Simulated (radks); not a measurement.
Pr XLII, configuration [Ar]. Method: Dirac Kohn-Sham, LB94 model potential, spin-unpolarised, spherical densities, finite nucleus; Fermi nuclear charge, rms radius 4.8919 fm; computed with a radial shooting solver on a logarithmic mesh with Libxc functionals. Some entries of the table are withheld. Estimate them.

| orbital | occ. | eigenvalue (hartree) | <1/r> (bohr^-1) | <r^2> (bohr^2) |
|---|---|---|---|---|
| 1s1/2 | 2 | (1) | 64.74 | (2) |
| 2s1/2 | 2 | -336.1913 | 15.45 | 0.01215 |
| 2p1/2 | 2 | -323.5575 | 15.41 | 0.008880 |
| 2p3/2 | 4 | -305.3917 | 13.91 | 0.01007 |
| 3s1/2 | 2 | -127.6146 | 6.081 | 0.07184 |
| 3p1/2 | 2 | (3) | (4) | 0.06558 |
| 3p3/2 | 4 | (5) | (6) | 0.07083 |

Answer. 
(1) 1s1/2 eigenvalue (hartree): -1631.076
(2) 1s1/2 <r^2> (bohr^2): 0.0007873
(3) 3p1/2 eigenvalue (hartree): -122.8636
(4) 3p1/2 <1/r> (bohr^-1): 6.035
(5) 3p3/2 eigenvalue (hartree): -118.4400
(6) 3p3/2 <1/r> (bohr^-1): 5.639
